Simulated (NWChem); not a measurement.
System: InH2OF; SMILES [F][InH][OH]

Input file for NWChem:

```
start job
memory heap 200 mb stack 900 mb global 1100 mb
geometry units angstroms noautoz
  In    -0.295273    -0.021967     0.000000
  H     -1.989494    -0.056283     0.000000
  F      0.774362    -1.670502     0.000000
  O      0.950169     1.522063     0.000000
  H      1.868436     1.224498     0.000000
end
basis spherical
  * library def2-svpd
end
ecp
  In library def2-ecp
end
dft
  xc xcamb88 1.00 lyp 0.81 vwn_5 0.19 hfexch 1.00
  cam 0.33 cam_alpha 0.19 cam_beta 0.46
  iterations 150
end
tddft
  cis
  nroots 6
  notriplet
end
task tddft energy
```

Structure relaxed at the PBE0/def2-SVP level. Not confirmed as a minimum by frequencies. def2 effective core potentials on In; no spin-orbit coupling.

Vertical excitations in the gas phase.

Question: Give the results of this calculation. (CAM-B3LYP/def2-SVPD with def2 effective core potentials on In, TDA.) Quantities: lowest excitation, singlet (eV); oscillator strength of that lowest state; lowest state with f > 0.02, singlet (eV); oscillator strength of that bright state; orbital gap (eV).

Answer: 
| Property | Result |
|---|---|
| lowest excitation, singlet (eV) | 5.99 |
| oscillator strength of that lowest state | 0.027 |
| lowest state with f > 0.02, singlet (eV) | 5.99 |
| oscillator strength of that bright state | 0.027 |
| orbital gap (eV) | 9.72 |
